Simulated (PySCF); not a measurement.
How methods differ on the ionisation energy of Be⁺

Be⁺ [He] 2s1 (2S) → Be²⁺ 1s2 (1S), as a difference of total energies. Calculation: PySCF 2.14, in aug-cc-pVTZ; no relativity, point nucleus. The calculations carry no spin-orbit coupling.

Problem. Order these methods by the ionisation energy they give, lowest first.
A. r2SCAN
B. UHF
C. MN15
D. M06-2X

Solution. C (18.014 eV), B (18.125 eV), A (18.182 eV), D (18.340 eV).

For comparison: 18.211 eV (measured; NIST Atomic Spectra Database, ionization energies).
